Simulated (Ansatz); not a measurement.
`[CH3][GeH2][F]` + HCl → `[CH3][GeH2][Cl]` + H–F at 400 K and 1 bar (ligand exchange at a Ge–F bond).

Isolated molecules relaxed with PBE0-D4/def2-TZVP in Ansatz; ΔE leaves out vibrations. CBS: MP2 limit from def2 TZ/QZ plus the TZ coupled-cluster correction, frozen cores. This one scheme is used for every species. For Ge outer-core shells are correlated without core-valence functions, which leaves a few kJ/mol of doubt a bond. Scalar relativity is left out up to krypton.

```tsv
species	CCSD(T)/CBS energy (Eh)	H − E (kJ/mol)	S (J/(mol·K))
`[CH3][GeH2][F]`	-2217.00316	167.7	327.3
HCl	-460.38127	29.6	195.4
`[CH3][GeH2][Cl]`	-2576.99593	166.6	339.0
H–F	-100.39570	36.5	182.2
```

H − E and S are ideal-gas, rigid-rotor, harmonic terms from PBE0-D4/def2-TZVP. 1 Eh = 2625.50 kJ/mol, R = 8.31446 J/(mol·K).

Question: By hand: ΔE, ΔH, ΔS and ΔG.

Answer: ΔE = (-2576.99593) + (-100.39570) − (-2217.00316) − (-460.38127) = -0.00720 Eh = -18.9 kJ/mol. Δ(H − E) = 166.6 + 36.5 − 167.7 − 29.6 = 5.8, so ΔH = -13.1 kJ/mol. ΔS = 339.0 + 182.2 − 327.3 − 195.4 = -1.5 J/(mol·K). ΔG = -13.1 − 400 × (-1.5)/1000 = -12.5 kJ/mol.

Question: By hand: the equilibrium constant, and the temperature at which ΔG would vanish if ΔH and ΔS stayed fixed.

Answer: log₁₀ K = −ΔG/(RT ln 10) = 1.6. ΔG = 0 at ΔH/ΔS = 8733 K, far beyond where these terms or the molecules hold.

The number of gas molecules stays the same, so ΔS is small and ΔH decides. A doubt of 5 kJ/mol in ΔE shifts log₁₀ K by 0.7 here. These are equilibria of isolated gas molecules and say nothing of rates. Largest T1 diagnostic: 0.011 (customary marks: 0.02 for closed shells, 0.045 for open ones).
